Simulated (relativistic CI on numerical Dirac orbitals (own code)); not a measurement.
Calculated at this level of theory: Dirac-Coulomb-Breit CI, separate exchange-only KLI orbitals for each configuration, model QED, unscaled Slater integrals (own radial code, finite nucleus).

The strongest absorption lines from the ground level of an ion, among the configurations computed and to levels below about 9020 eV (vacuum wavelength in Å, gf): 1.3803 (0.24), 1.7781 (0.19), 1.7820 (0.36), 1.7895 (0.16), 1.8103 (1.1), 1.8305 (0.47), 15.553 (0.24), 15.576 (0.14).

**Question.** Which ion is it?
A. Nd53+
B. Yb65+
C. Cs50+
D. Nd55+

**Answer.** D. Nd55+ has 5 electrons and the ground level 2s2 2p 2P°_1/2; the strongest line goes to 2s2 3d 2D_3/2. The pattern of lines fixes the number of electrons, and along that sequence the line energies rise steadily with the charge (about as its square where n changes within one kind of shell, about linearly where n is kept but much faster in heavy ions where fine structure, which grows about as Z⁴, sets the gap, and irregularly where shells cross), which fixes Z. Configurations outside the model, such as inner-shell arrays, can give stronger lines. At this charge energies of transitions that change n are usually good to better than 1 %, and those within a shell (Δn = 0) to a few per cent.

LS names give the leading component of a level, which can be under half, so a name can repeat, a term be missing and a line seem to break the LS rules.
